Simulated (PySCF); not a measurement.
Gas-phase reaction: Br2 + 2 F2O + 2 HF → 2 HOBr + 6 F, at 2500 K and a standard pressure of 1 bar. Level: PBE0/def2-QZVP†.

Energies from PySCF, thermal terms from the rigid-rotor harmonic-oscillator model, ideal gas at 1 bar. † marks an energy on the PBE0/def2-TZVP geometry and frequencies. Open shells (unrestricted): F (multiplicity 2, electronic degeneracy 6); the rest are closed-shell singlets. Spin-orbit splitting is ignored; it lowers the true energy and changes the entropy of F. Br: all electrons, no relativistic terms. The harmonic model lacks anharmonicity and excited electronic states, which grow with temperature; levels with a mode under 35 cm⁻¹ are left out.

| species | E (Ha) | H(2500 K) − E (kJ/mol) | S°(2500 K) (J/mol/K) |
|---|---|---|---|
| Br2 | -5147.81304 | 93.6 | 323.8 |
| F2O | -274.53125 | 146.8 | 357.7 |
| HF | -100.40037 | 102.6 | 238.3 |
| HOBr | -2649.64204 | 154.4 | 347.5 |
| F | -99.68127 | 52.0 | 204.7 |
E: electronic energy; H − E holds the zero-point and thermal terms. 1 Ha = 2625.5 kJ/mol.

Question: Work out ΔH°, ΔS°, ΔG° and log10 K from these numbers.

Answer: 1. ΔE = 2×(-2649.64204) + 6×(-99.68127) − 1×(-5147.81304) − 2×(-274.53125) − 2×(-100.40037) = 0.30458 Ha = 799.7 kJ.
2. Δ(H − E) = 2×(154.4) + 6×(52.0) − 1×(93.6) − 2×(146.8) − 2×(102.6) = 28.4 kJ, so ΔH° = 828.1 kJ.
3. ΔS° = 2×(347.5) + 6×(204.7) − 1×(323.8) − 2×(357.7) − 2×(238.3) = 407.4 J/K; the number of gas molecules changes by +3.
4. ΔG° = ΔH° − TΔS° = 828.1 − 2500×(407.4)/1000 = -190.4 kJ.
5. log10 K = −ΔG°/(RT ln 10) = 3.98, with RT ln 10 = 47.86 kJ/mol; at standard pressures the products are favoured.
6. A shift of 10 kJ in ΔE would move log10 K by 0.21 here.
7. Lowering the total pressure from 1 bar to 0.01 bar multiplies the mole-fraction quotient K_x = K (p/p°)^(−Δn) by 10^6, which pushes the balance towards the products.
For scale, ΔH°(298 K) is 795 kJ at this level, 812 kJ at ωB97M-V/def2-TZVP†, and runs from -113 to 1356 kJ over the 20 levels computed.
